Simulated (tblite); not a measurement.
C8H9 (doublet state).
Numbering: `[CH:1]1=[CH:2][C:3]([CH:4]2[CH2:5][CH2:6]2)[CH:7]=[CH:8]1` (hydrogens: H9 on C1; H10 on C2; H11 on C4; H12, H13 on C5; H14, H15 on C6; H16 on C7; H17 on C8)

Cartesian coordinates in Å at the GFN2-xTB level; atoms count from 1:
```
atom  x, y, z in Å
C1     2.615    0.074    0.500
C2     1.624    0.897    0.058
C3     0.379    0.217    0.220
C4    -0.916    0.753   -0.132
C5    -2.006   -0.166   -0.660
C6    -2.139    0.404    0.701
C7     0.661   -1.066    0.784
C8     2.008   -1.162    0.956
H9     3.670    0.279    0.519
H10    1.732    1.886   -0.346
H11   -0.890    1.753   -0.550
H12   -1.759   -1.212   -0.759
H13   -2.628    0.218   -1.453
H14   -1.985   -0.246    1.549
H15   -2.855    1.193    0.872
H16   -0.070   -1.814    1.026
H17    2.553   -1.997    1.356
```

All values are computed: GFN2-xTB (tblite) harmonic vibrations without scaling, gas phase. Errors from tens to a few hundred cm⁻¹ against measured bands are possible. One conformer, not necessarily the lowest. Open shells enter through the occupations alone, without spin polarisation, and single modes of such species can be off by tens of per cent.

Harmonic wavenumbers (cm⁻¹): 78.4, 147.0, 180.7, 332.5, 396.4, 493.7, 613.1, 613.7, 694.7, 763.7, 779.6, 802.1, 813.9, 821.9, 864.7, 880.7, 888.9, 989.1, 1001.8, 1038.1, 1056.7, 1057.1, 1080.2, 1081.7, 1092.3, 1113.0, 1153.3, 1212.1, 1251.1, 1279.2, 1343.7, 1426.2, 1443.5, 1473.9, 1509.8, 1518.6, 3041.8, 3089.0, 3091.0, 3103.1, 3118.7, 3128.9, 3133.8, 3143.1, 3149.3.

A = 5731, B = 1428, C = 1254 MHz; mass 105.070 u (most abundant isotopes); point group Cs, symmetry number 1; spin multiplicity 2.

Question: What is the zero-point energy?

Answer: Half the sum of the wavenumbers: 30643 cm⁻¹ = 366.57 kJ/mol.

Question: Give the ideal-gas entropy at 500 K and 1 bar in the rigid-rotor, harmonic-oscillator model (classical rotation).

Answer: Translation 177.65, rotation 122.93, vibration 132.40, spin (R ln 2) 5.76: S = 438.7 J/(mol K).

Question: And Cp and H(500 K) − H(0)?

Answer: Cp = 205.40 J/(mol K), of which vibrations give 172.14 (their classical limit is 45 R = 374.2); H(500 K) − H(0) = 55.06 kJ/mol without the zero-point energy, 38.43 from vibrations.

Question: Blend soft modes into free rotors: weight 1/[1 + (100 cm⁻¹/ν̃)⁴] for the oscillator and the rest for a rotor with moment μB/(μ + B), μ = h/(8π²ν), B = 10⁻⁴⁴ kg m². What vibrational entropy results?

Answer: 127.62 J/(mol K) in place of 132.40, which changes −T·S at 500 K by +2.39 kJ/mol.

Question: What must be added to the electronic energy to get the Gibbs energy at 500 K and 1 bar?

Answer: ZPE + [H(500 K) − H(0)] − T·S = 366.57 + 55.06 − 219.37 = 202.26 kJ/mol.

Question: How do the functions run with temperature in this model?

Answer: 
```tsv
T (K)	S (J/(mol K))	Cp (J/(mol K))	H − H(0) (kJ/mol)	G − H(0) (kJ/mol)	ln q(vib)
150	291.5	67.1	7.28	-36.45	1.20
250	333.7	103.9	15.70	-67.73	2.51
298.15	353.8	125.4	21.21	-84.28	3.22
400	396.9	169.3	36.26	-122.51	4.89
600	478.8	234.1	77.09	-210.21	8.56
900	585.8	291.8	156.80	-370.40	14.30
```

q(vib) and H(0) count from the zero-point level.

Hindered rotation and anharmonicity are outside this model. Other conformers, if any are populated, would add a mixing term that is left out.
